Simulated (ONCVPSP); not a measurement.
Reading a pseudo-wave (He (Z = 2))

Columns: radius, all-electron u(r) and pseudo u(r) of the 1s shell (level -15.50 eV) of helium in the configuration 1s2; PBEsol, scalar-relativistic, ONCV scheme, ONCVPSP 4.0.1.

| r (bohr) | all-electron | pseudo |
| --- | --- | --- |
| 0.025 | 0.1129 | 0.0924 |
| 0.050 | 0.2152 | 0.1834 |
| 0.075 | 0.3069 | 0.2714 |
| 0.100 | 0.3896 | 0.3555 |
| 0.125 | 0.4635 | 0.4344 |
| 0.150 | 0.5295 | 0.5075 |
| 0.175 | 0.5884 | 0.5745 |
| 0.200 | 0.6405 | 0.6347 |
| 0.225 | 0.6866 | 0.6882 |
| 0.250 | 0.7272 | 0.7348 |
| 0.275 | 0.7626 | 0.7744 |
| 0.300 | 0.7934 | 0.8073 |
| 0.325 | 0.8199 | 0.8341 |
| 0.350 | 0.8427 | 0.8553 |
| 0.375 | 0.8618 | 0.8716 |
| 0.400 | 0.8777 | 0.8842 |
| 0.425 | 0.8907 | 0.8942 |
| 0.450 | 0.9011 | 0.9024 |
| 0.475 | 0.9089 | 0.9092 |
| 0.500 | 0.9146 | 0.9146 |
| 0.525 | 0.9183 | 0.9183 |
| 0.550 | 0.9201 | 0.9201 |
| 0.575 | 0.9203 | 0.9204 |
| 0.600 | 0.9191 | 0.9191 |
| 0.625 | 0.9164 | 0.9164 |
| 0.650 | 0.9125 | 0.9125 |

Q: How many radial nodes do the two functions have?

A: The all-electron 1s function has n − l − 1 = 0; the pseudo-wave has 0.

Q: At about which radius was the pseudo-wave matched?

A: 0.50 bohr, where the columns begin to agree (steps of 0.03 bohr).

Q: Is the pseudo-wave norm-conserving?

A: Yes: the ONCV scheme keeps the norm inside the radius equal to the all-electron one, which fixes the energy derivative of the logarithmic derivative at the level.
